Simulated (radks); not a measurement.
The numbers below are computed, except where a source is named.
Charge is removed step by step from the 3p level of the phosphorus ion P+, starting from [Ne] 3s2 3p2. Code: a radial shooting solver on a logarithmic mesh with Libxc functionals. Model: scalar-relativistic Kohn-Sham, PBEsol, spin-unpolarised, spherical densities, finite nucleus; Fermi nuclear charge, rms radius 3.1889 fm.

removed (e) = 0: E - E(0) (eV) 0.000; eigenvalue (eV) -14.181; E minus straight line (eV) 0.000
removed (e) = 0.125: E - E(0) (eV) 1.847; eigenvalue (eV) -15.372; E minus straight line (eV) -0.542
removed (e) = 0.25: E - E(0) (eV) 3.844; eigenvalue (eV) -16.583; E minus straight line (eV) -0.934
removed (e) = 0.375: E - E(0) (eV) 5.993; eigenvalue (eV) -17.814; E minus straight line (eV) -1.174
removed (e) = 0.5: E - E(0) (eV) 8.298; eigenvalue (eV) -19.064; E minus straight line (eV) -1.258
removed (e) = 0.625: E - E(0) (eV) 10.760; eigenvalue (eV) -20.332; E minus straight line (eV) -1.185
removed (e) = 0.75: E - E(0) (eV) 13.381; eigenvalue (eV) -21.618; E minus straight line (eV) -0.953
removed (e) = 0.875: E - E(0) (eV) 16.164; eigenvalue (eV) -22.921; E minus straight line (eV) -0.558
removed (e) = 1: E - E(0) (eV) 19.112; eigenvalue (eV) -24.240; E minus straight line (eV) 0.000

Removing the whole electron costs 19.112 eV by Delta-SCF, against 14.181 eV from minus the eigenvalue at the starting occupation. Slater's transition state (half an electron removed) gives 19.064 eV. Integrating minus the eigenvalue over the occupation (Janak's theorem) gives 19.113 eV. In this scalar-relativistic scheme the density is built from large components alone, so the theorem holds only approximately. The mean slope of the eigenvalue, de/dn, is 10.1 eV per electron. Ionisation energy of P+ in the NIST Atomic Spectra Database: 19.769 eV (semi-empirical).

Beside tabulated values, note that spin-unpolarised runs miss the spin-polarisation part of the exchange energy of open shells.
